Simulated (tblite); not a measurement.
Species: C7H11O (doublet state).
Numbering: `[CH2:1]/[CH:2]=[CH:3]/[C:4](=[O:5])[CH2:6][CH2:7][CH3:8]` (hydrogens: H9, H10 on C1; H11 on C2; H12 on C3; H13, H14 on C6; H15, H16 on C7; H17, H18, H19 on C8)

Geometry (GFN2-xTB, Å), atoms numbered from 1 in this order:
```xyz
19
C7H11O angstrom
C      3.454   -0.464   -2.094
C      2.698   -0.471   -0.965
C      1.341   -0.155   -0.925
C      0.599   -0.183    0.318
O      1.111   -0.482    1.386
C     -0.868    0.188    0.191
C     -1.597    0.139    1.529
C     -3.066    0.512    1.387
H      4.499   -0.717   -2.073
H      3.031   -0.205   -3.050
H      3.148   -0.736   -0.016
H      0.823    0.119   -1.832
H     -0.932    1.192   -0.239
H     -1.335   -0.499   -0.521
H     -1.507   -0.867    1.944
H     -1.104    0.821    2.225
H     -3.563    0.472    2.354
H     -3.169    1.520    0.991
H     -3.573   -0.175    0.712
```

All values are computed: GFN2-xTB (tblite) harmonic vibrations without scaling, gas phase. This tight-binding method is rough: wavenumbers can miss measured ones by several per cent, in bad cases by 10 to 20. One conformer, not necessarily the lowest. Open shells enter through the occupations alone, without spin polarisation, and single modes of such species can be off by tens of per cent.

Harmonic wavenumbers (cm⁻¹): 43.9, 63.8, 104.7, 129.5, 157.7, 217.1, 233.1, 324.1, 378.6, 417.5, 488.4, 536.7, 701.2, 720.4, 781.1, 836.8, 883.9, 911.5, 942.3, 996.8, 1005.4, 1054.7, 1078.3, 1106.5, 1143.9, 1214.7, 1238.1, 1243.4, 1267.4, 1273.5, 1330.9, 1357.0, 1416.7, 1421.0, 1447.1, 1494.4, 1505.8, 1507.1, 1509.5, 1650.2, 2942.2, 2959.8, 2985.5, 3000.0, 3025.0, 3029.7, 3041.9, 3062.5, 3078.6, 3105.1, 3146.7.

A = 7194, B = 796.0, C = 726.4 MHz; mass 111.081 u (most abundant isotopes); point group Cs, symmetry number 1; spin multiplicity 2.

Task: Zero-point energy?

Result: Half the sum of the wavenumbers: 34756 cm⁻¹ = 99.37 kcal/mol.

Task: Give the ideal-gas entropy at 200 K and 1 bar in the rigid-rotor, harmonic-oscillator model (classical rotation).

Result: Translation 38.07, rotation 27.55, vibration 19.42, spin (R ln 2) 1.38: S = 86.4 cal/(mol K).

Task: And Cp and H(200 K) − H(0)?

Result: Cp = 27.34 cal/(mol K), of which vibrations give 19.39 (their classical limit is 51 R = 101.3); H(200 K) − H(0) = 3.66 kcal/mol without the zero-point energy, 2.07 from vibrations.

Task: Blend soft modes into free rotors: weight 1/[1 + (100 cm⁻¹/ν̃)⁴] for the oscillator and the rest for a rotor with moment μB/(μ + B), μ = h/(8π²ν), B = 10⁻⁴⁴ kg m². What vibrational entropy results?

Result: 17.87 cal/(mol K) in place of 19.42, which changes −T·S at 200 K by +0.31 kcal/mol.

Task: What must be added to the electronic energy to get the Gibbs energy at 200 K and 1 bar?

Result: ZPE + [H(200 K) − H(0)] − T·S = 99.37 + 3.66 − 17.28 = 85.75 kcal/mol.

Hindered rotation and anharmonicity are outside this model. Other conformers, if any are populated, would add a mixing term that is left out.
